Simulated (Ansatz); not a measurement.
Molecule: WH, charge 0, multiplicity 6. SMILES: [WH]
Geometry from a B3LYP-D3(BJ)/def2-TZVP (Ansatz, an electronic-structure program) optimisation:
```
W
H 1 1.7207
```
Charge 0, spin multiplicity 6.

Quantity: size of the dipole moment, in D. Terms: no spin-orbit coupling; def2 sets with scalar-relativistic core potentials past Kr; six Cartesian d functions in 6-31G* and its kin unless marked 5d; LANL2DZ with its own core potentials from Na on; open shells spin-unrestricted. Ab initio and DFT rows: single points at B3LYP-D3(BJ) geometries (Ansatz). The spin state of an ion or metal species was assumed, not searched.

| level | program | size of the dipole moment (D) |
|---|---|---|
| SVWN5/6-31G* with LANL2DZ past Ar | Ansatz | 1.78 |
| PBE/LANL2DZ | Ansatz | 1.88 |
| PBE/def2-SVP | Ansatz | 1.94 |
| PBE/6-31G* with LANL2DZ past Ar | Ansatz | 1.93 |
| BLYP/6-31G* with LANL2DZ past Ar | Ansatz | 1.86 |
| B3LYP/LANL2DZ | Ansatz | 2.04 |
| B3LYP/def2-SVP | Ansatz | 2.13 |
| B3LYP/6-31G* with LANL2DZ past Ar | Ansatz | 2.09 |
| PBE0/6-31G* with LANL2DZ past Ar | Ansatz | 2.22 |

No value to compare with is used here. The 9 habitual levels span 1.78 (SVWN5/6-31G* with LANL2DZ past Ar) to 2.22 D (PBE0/6-31G* with LANL2DZ past Ar).

The levels are drawn from those run, B3LYP/6-31G* more often than the rest, none by its result; left out are runs that failed, that the program found above a lower state of the same kind, or whose <S^2> lies over 0.5 above the pure value.
